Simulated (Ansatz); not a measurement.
This geometry of C$_{2}$H$_{4}$AlN (8 atoms, charge 0, multiplicity 1) is a first-order saddle point.

The calculation used RKS PBE0-D4/cc-pVDZ in Ansatz 0.2.0.

```xyz
8
Properties=species:S:1:pos:R:3
C -0.243 1.981 0.245
C -0.074 0.687 0.450
N 0.081 -0.495 0.701
Al 0.267 -2.004 -0.330
H -1.249 2.392 0.170
H 0.623 2.634 0.151
H 0.237 -1.894 -1.916
H 0.450 -3.358 0.473
```

**Question.** Which two structures does it join? (They come from a converged band through this point; their orientation in space is the band's.)

**Answer.** No bond is made or broken.  The two ends are copies of one structure, up to a mirror image or an exchange of like atoms.

Initial state:

```xyz
8
Properties=species:S:1:pos:R:3
C -0.221 2.089 0.374
C -0.082 0.794 0.142
N 0.045 -0.386 -0.069
Al 0.249 -2.141 -0.395
H -0.603 2.742 -0.410
H 0.048 2.498 1.346
H -0.155 -2.636 -1.844
H 0.810 -3.017 0.799
```

Final state:

```xyz
8
Properties=species:S:1:pos:R:3
C -0.221 2.088 0.375
C -0.079 0.795 0.139
N 0.051 -0.384 -0.077
Al 0.248 -2.141 -0.396
H 0.035 2.493 1.354
H -0.593 2.746 -0.409
H -0.149 -2.640 -1.846
H 0.800 -3.014 0.804
```

**Question.** How far does it lie above each of them?

**Answer.** 0.255 eV above the first and 0.255 eV above the second. This is the barrier of this one path; another mechanism may lie lower.

Run time: 12 min on 1 thread of Arm Neoverse N1 (shared host), peak memory 0.17 GiB.
